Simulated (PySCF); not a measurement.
## Radial density of Ti+ (titanium, charge +1)

UHF, [Ar] 3d2 4s1, high-spin 4F determinant. Computed with PySCF 2.14 in x2c-SVPall, with the spin-free X2C one-electron Hamiltonian (Gaussian nucleus).

```tsv
r (bohr)	4πr²ρ (e/bohr)	4πr²(ρα − ρβ)
0.00114	0.1362	0.0001
0.00191	0.3722	0.0002
0.00322	0.9697	0.0004
0.00541	2.356	0.0010
0.00910	5.456	0.0024
0.0153	11.37	0.0047
0.0257	19.90	0.0074
0.0433	25.97	0.0070
0.0728	22.86	0.0008
0.123	19.87	0.0061
0.206	27.72	0.0661
0.347	18.97	0.2564
0.583	7.835	0.8893
0.981	9.992	1.3453
1.65	3.216	0.9359
2.77	0.6138	0.5410
4.67	0.1635	0.1635
7.85	0.001372	0.0014
```

Densities and radii are taken from the X2C orbitals without a picture-change correction, which distorts them close to the nucleus.
